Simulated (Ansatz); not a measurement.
BaF2, SMILES [F][Ba][F].

Geometry: B3LYP-D3(BJ)/def2-TZVP. The isomer is the one that the SMILES or the coordinates give; other isomers of the formula were not compared. The def2 effective core potentials stand for the cores of Ba; spin–orbit coupling is left out.

Two levels are set side by side: PBE/def2-TZVPD (Ansatz, a quantum-chemistry and plane-wave program) and CAM-B3LYP/def2-TZVPD (Ansatz). Energy differences of separate SCF runs at the same geometry; the states with an electron removed or added have multiplicity 2 and 2. Differences are taken from unrounded values.

```tsv
quantity	CAM-B3LYP
vertical ionisation energy (eV)	11.04
vertical electron affinity (eV)	0.48
vertical singlet–triplet gap (eV)	6.34
```

**Question.** What does PBE give, and how far is it from CAM-B3LYP? (An estimate is asked for; the answer gives what the named calculation found.)

**Answer.** 
```csv
quantity,PBE,PBE minus CAM-B3LYP
vertical ionisation energy (eV),10.18,-0.86
vertical electron affinity (eV),0.51,0.03
vertical singlet–triplet gap (eV),5.43,-0.91
```
